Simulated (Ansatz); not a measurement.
Start from `N[SiH2]S[SiH](N)O` and change one atom or group to get `N[SiH2]S[SiH](N)Cl`.

Ansatz, PBE0-D4/def2-TZVP geometries, multiplicity 1. Each molecule was computed in one conformer, which needn't be the lowest.

```json
{"property": "size of the dipole moment (PBE/def2-TZVPP) / D", "`N[SiH2]S[SiH](N)O`": "1.70"}
{"property": "size of the dipole moment (ωB97M-V/def2-TZVPP) / D", "`N[SiH2]S[SiH](N)O`": "1.77"}
{"property": "LUMO energy (PBE/def2-TZVPP) / eV", "`N[SiH2]S[SiH](N)O`": "-0.60"}
{"property": "HOMO energy (PBE/def2-TZVPP) / eV", "`N[SiH2]S[SiH](N)O`": "-6.14"}
{"property": "HOMO–LUMO gap (PBE/def2-TZVPP) / eV", "`N[SiH2]S[SiH](N)O`": "5.55"}
{"property": "size of the dipole moment (B3LYP/def2-TZVPP) / D", "`N[SiH2]S[SiH](N)O`": "1.74"}
```

Q: Give the same properties after the change, and the shifts. (Estimate.)

A: The calculation gave: 
| property | `N[SiH2]S[SiH](N)Cl` | shift |
| --- | --- | --- |
| size of the dipole moment (PBE/def2-TZVPP) / D | 2.21 | 0.51 |
| size of the dipole moment (ωB97M-V/def2-TZVPP) / D | 2.21 | 0.44 |
| LUMO energy (PBE/def2-TZVPP) / eV | -0.82 | -0.22 |
| HOMO energy (PBE/def2-TZVPP) / eV | -6.14 | 0.00 |
| HOMO–LUMO gap (PBE/def2-TZVPP) / eV | 5.32 | -0.23 |
| size of the dipole moment (B3LYP/def2-TZVPP) / D | 2.19 | 0.45 |

With PBE0 the HOMO falls by 0.08 eV and the LUMO falls by 0.20 eV, so the gap narrows by about 0.12 eV. PBE moves the HOMO by 0.00 eV and ωB97M-V by -0.09 eV. Dipoles are sizes alone; their direction can turn.

B3LYP here is the variant with VWN-RPA as its local correlation; programs differ in this.
